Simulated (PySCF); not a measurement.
Bonds (- single, = double, # triple, : aromatic): C1-O2 1.425 Å, O2-C3 1.333 Å, C3=O4 1.209 Å, C3-Si5 1.916 Å, Si5-S6 2.140 Å, S6-C7 1.827 Å. C1 carries H8, H9, H10; Si5 carries H11, H12; C7 carries H13, H14, H15.

Geometry: GFN2-xTB; GIAO shifts from PySCF 2.14, gas phase, non-relativistic, averaged over equivalent atoms.

At PBE0/pcSseg-1 (173 basis functions, 21 s wall time on 1 thread of an Intel Xeon Platinum 8488C, shared host):
| atoms | δ (ppm) |
| --- | --- |
| C3 | 187.1 |
| C1 | 52.5 |
| C7 | 12.8 |
| O4 | 502.3 |
| O2 | 224.1 |
| Si5 | -47.3 |
| H11/H12 | 4.77 |
| H8/H9/H10 | 3.92 |
| H13/H14/H15 | 2.30 |

Chemical shifts δ = σref − σ; 13C (σ = 186.93 ppm) and 29Si (σ = 349.16 ppm) and 1H (σ = 31.72 ppm) against TMS; H2O for 17O (σ = 336.08 ppm), all at this level.

Estimate the result of repeating the calculation with BP86/6-311G**.

Results:


| atoms | δ at BP86/6-311G** | change |
| --- | --- | --- |
| C3 | 178.7 | -8.4 |
| C1 | 52.4 | -0.1 |
| C7 | 13.7 | +0.9 |
| O4 | 488.1 | -14.2 |
| O2 | 238.2 | +14.1 |
| Si5 | -50.8 | -3.5 |
| H11/H12 | 5.10 | +0.33 |
| H8/H9/H10 | 3.95 | +0.03 |
| H13/H14/H15 | 2.33 | +0.03 |

References, each an isolated molecule treated in the same way: 13C (σref 186.16) and 29Si (σref 334.05) and 1H (σref 32.09) vs TMS; 17O (σref 340.98) against H2O.

The largest change is at O4 (ester carbonyl oxygen). Cost: 190 basis functions, 39 s wall time on 1 thread of an Intel Xeon Platinum 8488C, shared host. The order of the carbon signals is the same at both levels.

Unscaled 17O shifts of doubly bonded oxygen tend to come out too high, by tens of ppm or more. Experimental scales use liquid or dissolved standards, which lie at an offset from isolated H2O (liquid H2O: subtract about 36 ppm).
